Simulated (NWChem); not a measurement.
Species: C4H4F2; SMILES FC1[C@@H](CC=1)F

```xyz
10

F      0.7801     1.8196    -0.0285
C     -0.0082     0.7468    -0.0026
C     -1.3000     0.5386    -0.2702
C     -1.1923    -0.9492     0.0553
C      0.2949    -0.6531     0.4508
F      1.2531    -1.3447    -0.2674
H     -2.1307     1.1718    -0.5576
H     -1.2552    -1.6239    -0.8041
H     -1.8300    -1.3207     0.8660
H      0.5217    -0.7723     1.5164
```
Atoms are numbered in this order, from 1.

Program: NWChem. Pople sets run with spherical d functions. Geometry: optimised at B3LYP/6-31G* (spherical d). Atomic charges in e: unrestrained fits to the electrostatic potential beside Mulliken populations; buried atoms are poorly determined by the fit.

Q: Predict the results for Hartree-Fock/6-31G*. Quantities: ESP F1; Mulliken F1; ESP C2; Mulliken C2; ESP C3; Mulliken C3; ESP C4; Mulliken C4; ESP C5; Mulliken C5; relative RMS misfit of the potential (%).

A: 
```json
{
 "ESP F1": "-0.21",
 "Mulliken F1": "-0.41",
 "ESP C2": "0.25",
 "Mulliken C2": "0.41",
 "ESP C3": "-0.30",
 "Mulliken C3": "-0.23",
 "ESP C4": "-0.05",
 "Mulliken C4": "-0.40",
 "ESP C5": "0.35",
 "Mulliken C5": "0.29",
 "relative RMS misfit of the potential (%)": "25"
}
```
